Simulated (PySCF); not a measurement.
H$_{3}$Sb, charge -1, doublet, at the geometry of the source list (a state made from the parent by changing its charge; the spin is typed, not shown lowest) (all electrons, no relativity) (in this run its highest filled SCF level lies above zero, so its values depend strongly on the basis, on diffuse functions most of all). Base run: HF/STO-3G in PySCF.

The PySCF input:
```python
from pyscf import gto, scf

mol = gto.M(
    atom='''
Sb    0.00190000   -0.00510000    0.74390000
H    -0.87650000   -1.04080000   -0.25290000
H    -0.46500000    1.28180000   -0.23730000
H     1.33960000   -0.23590000   -0.25370000
''',
    basis='sto-3g',
    charge=-1,
    spin=1,
    verbose=5,
)

mf = scf.UHF(mol)
mf.kernel()
mf.analyze()
```

Variants of this job, named by their change:

| change | basis functions | E (Eh) | HOMO (eV) |
|---|---|---|---|
| base | 30 | -6252.74688 | 8.82 |
| basis = x2c-SVPall; relativity = spin-free X2C; nucleus = Gaussian (with nucmod='G') | 51 | -6478.84632 | 2.45 |
| basis = jorge-DZP-DKH; relativity = spin-free X2C | 63 | -6472.17607 | 2.40 |
| basis = x2c-SVPall; relativity = spin-free X2C | 51 | -6478.98665 | 2.45 |
| basis = jorge-DZP-DKH; relativity = spin-free X2C; nucleus = Gaussian (with nucmod='G') | 63 | -6472.01630 | 2.40 |
| basis = ANO-RCC-VDZP; relativity = none | 58 | -6121.93351 | 1.69 |
| basis = x2c-SVPall; relativity = none | 51 | -6163.50752 | 1.88 |
| basis = ANO-RCC-VDZP; relativity = spin-free X2C; nucleus = Gaussian (with nucmod='G') | 58 | -6479.33990 | 2.22 |
| basis = ANO-RCC-VDZP; relativity = spin-free X2C | 58 | -6479.52726 | 2.22 |
| basis = jorge-DZP-DKH; relativity = none | 63 | -6249.06976 | 2.21 |

Total energies compare only within one method and basis.

Open shells are given as the SCF converged; they aren't shown to be the lowest states, and a large step between rows can be another state.

Basis sets contracted for a relativistic Hamiltonian are a mismatch without it, so the rows without relativity aren't non-relativistic limits. No row has spin-orbit coupling; sets with core potentials leave out the core electrons.
